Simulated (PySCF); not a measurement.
Fluorochlorobromomethane, CHBrClF.
Atom-mapped SMILES: `[F:1][C@@H:2]([Cl:3])[Br:4]` (hydrogens: H5 on C2)

Structure used (PBE0-D3(BJ)/def2-SVP), in Å, numbered top down from 1:
```xyz
5
CHBrClF angstrom
F      0.4186   -1.1048    0.7452
C     -0.0977   -0.0901    0.0554
Cl    -0.0411    1.3847    1.0156
Br     0.8645    0.1077   -1.6150
H     -1.1443   -0.2975   -0.2012
```

Method: core-valence-separated Tamm–Dancoff BHandHLYP/aug-pcX-1 (pcseg-1 on H, def2-SVPD on Br, def2-SVPD on Cl) in PySCF, non-relativistic, gas phase, PBE0-D3(BJ)/def2-SVP geometry. No empirical shift is added; at this level the pattern usually sits a few eV under experiment.

Problem. List the fluorine K-edge absorption lines.

Solution. 
```json
{"E (eV)": "685.93", "f": "0.0264", "core hole on": "F1", "main final orbital": "LUMO (53 %)"}
{"E (eV)": "686.82", "f": "0.0140", "core hole on": "F1", "main final orbital": "LUMO (37 %)"}
{"E (eV)": "687.53", "f": "0.0066", "core hole on": "F1", "main final orbital": "LUMO+2 (43 %)"}
{"E (eV)": "688.20", "f": "0.0075", "core hole on": "F1", "main final orbital": "LUMO+1 (55 %)"}
{"E (eV)": "689.01", "f": "0.0040", "core hole on": "F1", "main final orbital": "LUMO+4 (60 %)"}
{"E (eV)": "689.32", "f": "0.0016", "core hole on": "F1", "main final orbital": "LUMO+5 (52 %)"}
{"E (eV)": "689.47", "f": "0.0052", "core hole on": "F1", "main final orbital": "LUMO+3 (45 %)"}
```

The first line with a tenth or more of the strongest one's intensity is at 685.93 eV (f = 0.026), with the hole on F1 (alkyl fluorine). It is also the strongest listed.

Problem. List the carbon K-edge absorption lines.

Solution. 
```json
{"E (eV)": "287.39", "f": "0.0686", "core hole on": "C2", "main final orbital": "LUMO (71 %)"}
{"E (eV)": "288.28", "f": "0.0794", "core hole on": "C2", "main final orbital": "LUMO+2 (35 %)"}
{"E (eV)": "290.18", "f": "0.0576", "core hole on": "C2", "main final orbital": "LUMO+1 (34 %)"}
{"E (eV)": "291.22", "f": "0.0174", "core hole on": "C2", "main final orbital": "spread"}
{"E (eV)": "293.17", "f": "0.0034", "core hole on": "C2", "main final orbital": "LUMO+3/LUMO+5 (2 roots, f summed)"}
{"E (eV)": "293.50", "f": "0.0066", "core hole on": "C2", "main final orbital": "LUMO+4 (41 %)"}
```

The first line with a tenth or more of the strongest one's intensity is at 287.39 eV (f = 0.069), with the hole on C2 (sp3 C–F carbon). The strongest listed is at 288.28 eV (f = 0.079; C2).

Roots within 0.03 eV whose holes lie on the same, on equivalent or on shared atoms are summed into one line, and the highest roots are left out, as the search may have cut off their partners. Final orbitals are the ground state's empty Kohn–Sham orbitals.

Problem. What length of transition dipole belongs to the line at 686.82 eV?

Solution. From f = (2/3) ΔE |μ|² in atomic units, with ΔE = 25.240 Eh and f = 0.0140: |μ| = 0.029 au = 0.07 D.

The ionisation thresholds weren't computed; near and above them a finite basis only mimics Rydberg series and continuum. Relativistic effects, spin–orbit coupling among them, are left out although an element past zinc is present.

Time: 4.2 s wall; peak memory 0.54 GiB. Hardware: one thread of an INTEL XEON PLATINUM 8581C at 2.10 GHz, on a shared host.
